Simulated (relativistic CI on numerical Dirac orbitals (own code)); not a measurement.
## Spin-allowed bands of a d2 ion in a tetrahedral site, by hand

Problem. Take Δ = 7900 cm⁻¹ and B = 920 cm⁻¹ for a d2 ion in a tetrahedral site. Calculate the three spin-allowed bands.

Working.
1. The terms of highest spin are 3F (energy 0) and 3P (15B = 13800 cm⁻¹). Here the F term splits into A2 at −1.2Δ = -9480, T2 at −0.2Δ = -1580 and T1 at +0.6Δ = 4740 cm⁻¹.
2. The two T1 states mix through the element 0.4Δ: H = [[4740, 3160], [3160, 13800]], with roots ½(H₁₁ + H₂₂) ∓ ½√[(H₂₂ − H₁₁)² + 4H₁₂²] = ½(18540) ∓ ½(11047) = 3747 and 14793 cm⁻¹.
3. The ground term is 3A2 at -9480 cm⁻¹.
4. Bands: 3T2 7900 cm⁻¹ (1266 nm), 3T1(F) 13227 cm⁻¹ (756 nm), 3T1(P) 24273 cm⁻¹ (412 nm).

Check. Exact diagonalisation of the whole d2 shell with these parameters gives 3T2 7900, 3T1 13227, 3T1 24273 cm⁻¹. The match is exact, since without spin-orbit coupling no other term has this spin. The ratio of the second band to the first, 1.674, depends on Δ/B = 8.6 alone, which is how a Tanabe-Sugano diagram is read.
